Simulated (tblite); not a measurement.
Record of a relaxation.

Species: C2H10GeOSi2.
Numbering: `[OH:1][Si@H:2]1[CH2:3][Si@@H:4]([GeH3:5])[CH2:6]1` (hydrogens: H7 on O1; H8 on Si2; H9, H10 on C3; H11 on Si4; H12, H13, H14 on Ge5; H15, H16 on C6)

Computed with GFN2-xTB (tblite), gas phase: L-BFGS steps from a force-field or distance-geometry start until the largest atomic force falls under 0.01 eV/Å. 8 of its 64 geometries are shown.

Step 0: E = -511.9452 eV, largest atomic force 2.118 eV/Å
```
atom  x, y, z in Å  |  force x, y, z in eV/Å
O1     -1.773    2.016    0.649    0.985  -1.595  -0.746
Si2    -1.779    0.627   -0.360   -0.719   1.679   1.072
C3     -0.220    0.532   -1.392    0.123   1.217  -1.727
Si4     0.455   -0.925   -0.476    0.952  -1.174   0.168
Ge5     2.304   -0.344    0.796   -0.037  -0.203  -0.192
C6     -1.111   -0.868    0.552   -0.568  -0.702   1.488
H7     -0.883    2.041    1.064   -1.069   0.300  -0.254
H8     -3.020    0.392   -1.079   -0.088   0.291   0.135
H9      0.412    1.435   -1.280   -0.282  -0.400  -0.694
H10    -0.462    0.286   -2.447    0.536   0.660   0.517
H11     0.579   -2.149   -1.286    0.035   0.064   0.041
H12     2.637   -1.489    1.781    0.155   0.677  -0.239
H13     3.505   -0.093   -0.144   -0.235  -0.005   0.670
H14     1.990    0.952    1.574    0.432  -0.444  -0.097
H15    -1.742   -1.755    0.401    0.268   0.308   0.667
H16    -0.902   -0.650    1.636   -0.488  -0.674  -0.812
```

Step 9: E = -512.5268 eV, largest atomic force 0.238 eV/Å
```
atom  x, y, z in Å  |  force x, y, z in eV/Å
O1     -1.771    1.950    0.601   -0.030  -0.056  -0.062
Si2    -1.766    0.625   -0.350   -0.023  -0.032   0.016
C3     -0.210    0.556   -1.474   -0.205   0.005   0.051
Si4     0.423   -0.968   -0.509    0.054  -0.030   0.109
Ge5     2.274   -0.377    0.754    0.215   0.010   0.101
C6     -1.145   -0.928    0.595   -0.071   0.090  -0.136
H7     -0.971    2.132    1.090   -0.112   0.081   0.008
H8     -3.062    0.513   -1.012    0.080   0.157   0.141
H9      0.419    1.445   -1.416    0.016  -0.101   0.041
H10    -0.402    0.389   -2.527   -0.056  -0.055  -0.033
H11     0.602   -2.183   -1.299    0.018  -0.100  -0.066
H12     2.719   -1.373    1.786    0.037   0.021  -0.007
H13     3.531   -0.079   -0.013    0.017  -0.011   0.040
H14     2.098    0.874    1.575    0.003   0.007   0.006
H15    -1.781   -1.806    0.525    0.008   0.042  -0.054
H16    -0.966   -0.761    1.661    0.049  -0.028  -0.156
```

Step 18: E = -512.5717 eV, largest atomic force 0.099 eV/Å
```
atom  x, y, z in Å  |  force x, y, z in eV/Å
O1     -1.811    1.959    0.589   -0.026   0.047   0.019
Si2    -1.773    0.631   -0.348    0.003  -0.070  -0.026
C3     -0.227    0.518   -1.479   -0.048   0.063   0.024
Si4     0.449   -0.994   -0.513   -0.064   0.044   0.033
Ge5     2.313   -0.383    0.767    0.033   0.002   0.017
C6     -1.144   -0.942    0.555   -0.044   0.055   0.004
H7     -1.048    2.204    1.107   -0.010   0.027   0.016
H8     -3.099    0.630   -0.946    0.054   0.011   0.030
H9      0.415    1.395   -1.420    0.041   0.041  -0.037
H10    -0.435    0.361   -2.532   -0.003  -0.073  -0.003
H11     0.623   -2.211   -1.308    0.064  -0.071  -0.024
H12     2.774   -1.363    1.811   -0.007   0.000  -0.016
H13     3.582   -0.076    0.020   -0.014  -0.008   0.001
H14     2.123    0.872    1.586   -0.011  -0.031  -0.029
H15    -1.797   -1.807    0.485    0.045  -0.001  -0.053
H16    -0.953   -0.784    1.615   -0.012  -0.036   0.046
```

Step 27: E = -512.5808 eV, largest atomic force 0.074 eV/Å
```
atom  x, y, z in Å  |  force x, y, z in eV/Å
O1     -1.834    1.982    0.595    0.026   0.008   0.015
Si2    -1.765    0.649   -0.332   -0.015  -0.064  -0.033
C3     -0.229    0.520   -1.476    0.002   0.001  -0.006
Si4     0.453   -0.987   -0.506    0.005   0.025   0.040
Ge5     2.324   -0.395    0.764    0.033   0.037   0.040
C6     -1.145   -0.937    0.554   -0.007  -0.008  -0.003
H7     -1.084    2.246    1.122    0.016   0.035   0.033
H8     -3.091    0.657   -0.923   -0.006  -0.018  -0.018
H9      0.418    1.396   -1.467    0.016   0.013  -0.015
H10    -0.454    0.313   -2.517   -0.042   0.002  -0.016
H11     0.668   -2.211   -1.287   -0.002  -0.027  -0.022
H12     2.783   -1.372    1.810   -0.005   0.007  -0.015
H13     3.591   -0.083    0.019   -0.011  -0.008   0.004
H14     2.118    0.861    1.574    0.021  -0.009   0.005
H15    -1.784   -1.806    0.435   -0.035   0.014  -0.024
H16    -0.977   -0.824    1.624    0.005  -0.007   0.015
```

Step 36: E = -512.5836 eV, largest atomic force 0.055 eV/Å
```
atom  x, y, z in Å  |  force x, y, z in eV/Å
O1     -1.825    1.985    0.601   -0.027   0.044   0.019
Si2    -1.758    0.652   -0.326   -0.009  -0.018  -0.006
C3     -0.232    0.518   -1.479    0.005  -0.014  -0.003
Si4     0.457   -0.982   -0.499    0.005   0.024   0.010
Ge5     2.329   -0.387    0.771    0.004   0.038   0.032
C6     -1.148   -0.941    0.552   -0.011   0.002  -0.011
H7     -1.091    2.271    1.137    0.026  -0.021  -0.004
H8     -3.084    0.653   -0.923    0.009   0.005   0.008
H9      0.416    1.393   -1.498   -0.001   0.001  -0.001
H10    -0.481    0.296   -2.512   -0.003  -0.009  -0.015
H11     0.680   -2.206   -1.278   -0.001  -0.016  -0.013
H12     2.787   -1.375    1.808   -0.006   0.012  -0.008
H13     3.595   -0.087    0.018   -0.013   0.001   0.008
H14     2.137    0.868    1.588    0.027  -0.032  -0.012
H15    -1.796   -1.798    0.404   -0.003  -0.013  -0.006
H16    -0.993   -0.850    1.626   -0.001  -0.002   0.002
```

Step 45: E = -512.5849 eV, largest atomic force 0.030 eV/Å
```
atom  x, y, z in Å  |  force x, y, z in eV/Å
O1     -1.820    1.988    0.605    0.007   0.008   0.008
Si2    -1.760    0.655   -0.324   -0.006  -0.023  -0.009
C3     -0.237    0.516   -1.483   -0.004   0.001  -0.006
Si4     0.459   -0.973   -0.493   -0.015   0.001   0.014
Ge5     2.330   -0.374    0.782   -0.001   0.002   0.000
C6     -1.154   -0.943    0.548    0.014  -0.002  -0.019
H7     -1.075    2.257    1.135    0.016   0.007   0.012
H8     -3.087    0.662   -0.918    0.002   0.005   0.003
H9      0.411    1.389   -1.522   -0.007   0.017   0.013
H10    -0.495    0.278   -2.510   -0.004  -0.017  -0.013
H11     0.686   -2.198   -1.270    0.012  -0.006   0.001
H12     2.782   -1.373    1.808    0.006   0.003  -0.007
H13     3.590   -0.084    0.017    0.001  -0.009   0.006
H14     2.170    0.876    1.608   -0.008   0.004   0.001
H15    -1.800   -1.800    0.380    0.011   0.007   0.014
H16    -1.007   -0.868    1.625   -0.024   0.002  -0.018
```

Step 54: E = -512.5859 eV, largest atomic force 0.023 eV/Å
```
atom  x, y, z in Å  |  force x, y, z in eV/Å
O1     -1.800    1.982    0.611    0.000   0.010   0.005
Si2    -1.766    0.655   -0.328   -0.007  -0.017   0.006
C3     -0.245    0.512   -1.489    0.000  -0.002   0.001
Si4     0.461   -0.963   -0.486   -0.018  -0.007   0.013
Ge5     2.329   -0.363    0.789   -0.004   0.003   0.000
C6     -1.161   -0.946    0.541    0.004  -0.001  -0.006
H7     -1.048    2.242    1.136    0.010  -0.004   0.002
H8     -3.098    0.682   -0.908    0.002   0.000  -0.001
H9      0.392    1.394   -1.537    0.005   0.004  -0.004
H10    -0.500    0.258   -2.513   -0.006   0.003  -0.007
H11     0.704   -2.191   -1.257    0.006  -0.002   0.000
H12     2.781   -1.372    1.806    0.004   0.001   0.006
H13     3.587   -0.086    0.017    0.008   0.005   0.003
H14     2.185    0.885    1.622   -0.007  -0.004  -0.007
H15    -1.797   -1.808    0.363    0.000   0.011  -0.002
H16    -1.032   -0.873    1.621    0.002  -0.001  -0.010
```

Step 63: E = -512.5862 eV, largest atomic force 0.010 eV/Å
```
atom  x, y, z in Å  |  force x, y, z in eV/Å
O1     -1.789    1.982    0.615    0.003   0.001   0.001
Si2    -1.768    0.656   -0.327    0.004  -0.005   0.003
C3     -0.250    0.511   -1.491    0.003  -0.002   0.000
Si4     0.459   -0.963   -0.485   -0.002  -0.004   0.001
Ge5     2.329   -0.361    0.790   -0.005   0.007   0.002
C6     -1.165   -0.947    0.538    0.004  -0.004  -0.001
H7     -1.030    2.231    1.136    0.002   0.003   0.003
H8     -3.101    0.689   -0.905    0.005   0.005   0.005
H9      0.388    1.392   -1.544    0.002   0.000  -0.003
H10    -0.509    0.254   -2.514    0.002  -0.003  -0.001
H11     0.715   -2.191   -1.251   -0.007  -0.003  -0.006
H12     2.785   -1.366    1.810   -0.005   0.002   0.000
H13     3.590   -0.081    0.024   -0.004   0.002  -0.002
H14     2.180    0.887    1.620   -0.007   0.003   0.000
H15    -1.803   -1.806    0.355    0.004  -0.001  -0.002
H16    -1.038   -0.879    1.617   -0.001  -0.001  -0.001
```

Task: Summarise the path.

Result: The energy falls by 14.78 kcal/mol from step 0 to step 63; nine tenths of that is first reached at step 9. It falls at every step. The largest force goes from 2.118 to 0.010 eV/Å. Among the bonds O1–Si2 changes most, from 1.717 to 1.627 Å; the atoms move by 0.179 Å rms after alignment.

Task: Follow the three bonds and two angles with the largest change from start to end.

Result: 
```csv
step,E above end (kcal/mol),largest force (eV/Å),O1–Si2 (Å),C3–Si4 (Å),Si2–C3 (Å),Si2–O1–H7 (°),O1–Si2–H8 (°)
0,14.78,2.118,1.717,1.849,1.872,105.8,115.1
3,5.94,1.238,1.604,1.919,1.908,113.2,116.8
5,2.88,0.466,1.618,1.922,1.896,116.4,113.1
8,1.57,0.248,1.637,1.907,1.916,116.5,109.6
11,1.03,0.251,1.622,1.925,1.920,117.8,107.2
14,0.57,0.197,1.628,1.924,1.911,119.4,103.5
16,0.41,0.110,1.629,1.915,1.914,120.0,102.5
19,0.30,0.116,1.625,1.920,1.920,120.5,102.3
22,0.22,0.094,1.628,1.921,1.919,120.8,101.5
25,0.16,0.103,1.627,1.915,1.918,120.6,101.0
27,0.12,0.074,1.626,1.918,1.919,120.6,100.9
30,0.10,0.047,1.628,1.921,1.920,121.2,100.9
33,0.08,0.054,1.627,1.918,1.919,122.2,101.1
36,0.06,0.055,1.625,1.920,1.918,122.4,101.3
38,0.05,0.047,1.626,1.920,1.918,122.0,101.5
41,0.04,0.022,1.627,1.919,1.918,121.8,101.6
44,0.03,0.039,1.625,1.918,1.919,121.5,101.4
47,0.03,0.023,1.627,1.919,1.919,121.4,101.2
49,0.02,0.038,1.627,1.919,1.919,121.5,101.2
52,0.01,0.023,1.626,1.918,1.919,121.6,101.2
55,0.01,0.012,1.627,1.919,1.918,121.6,101.3
58,0.00,0.016,1.627,1.919,1.919,121.6,101.3
60,0.00,0.024,1.627,1.919,1.919,121.4,101.4
63,0.00,0.010,1.627,1.920,1.918,121.3,101.5
```

The cost below is that of the whole relaxation. Hardware: one thread of an Arm Neoverse V2, shared host with 96 logical CPUs at a one-minute load of 54. Cost: 0.43 s wall.
